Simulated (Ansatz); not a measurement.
Species: [B(F)3(CH3CN)] (charge 0, multiplicity 1).

**Question.** Give a relaxed geometry from Ansatz (a first-principles code) with PBE-D3(BJ)/def2-SVP.

**Answer.** the end point of this relaxation.
Cartesian coordinates (Å) in one orientation:
```xyz
10

B      0.021    -0.007    -0.017
F     -0.294     1.239    -0.474
F      0.795    -0.052     1.104
F     -0.973    -0.937    -0.092
C      2.784    -1.421    -3.108
C      1.873    -0.952    -2.082
N      1.142    -0.576    -1.260
H      3.617    -1.985    -2.645
H      3.198    -0.559    -3.667
H      2.246    -2.084    -3.814
```
